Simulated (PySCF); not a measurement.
BBr and its ions

LDA; PySCF, no relativity, basis sets B def2-TZVPPD, Br def2-TZVPPD. Neutral (UKS): singlet (closed shell), Re = 1.882 Å, ωe = 686 cm⁻¹, De = 5.45 eV, HOMO -6.26 eV, LUMO -3.27 eV.

BBr⁺ (UKS): doublet (σ ↑), Re = 1.746 Å, ωe = 947 cm⁻¹, De = 4.55 eV to B⁺ + Br. The energies at the minima are -2595.10409 hartree for BBr and -2594.75361 for BBr⁺.

Task: Work out the adiabatic ionisation energy, without and with harmonic zero-point energies (1 hartree = 27.2114 eV, 1 eV = 8065.5 cm⁻¹), and the change of the bond length.

Result: At LDA: 0.35048 hartree = 9.537 eV between the minima; the zero-point term (947.0 − 686.0)/2 cm⁻¹ = +0.016 eV makes it 9.553 eV. Re changes by -13.6 pm against the neutral. Minus the HOMO energy is 6.26 eV, -3.28 eV from the value between the minima; self-interaction puts the Kohn–Sham level too high, less so with exact exchange. The electron leaves a σ orbital, and the shorter bond of the ion fits an antibonding orbital, or a change in how ionic the bond is.

Spin–orbit coupling is left out. For an ion De counts to the pair picked by the measured ionisation energies or electron affinities, which need not be the lowest pair at this level. States were picked by a PBE0 search and need not be the measured ground states.
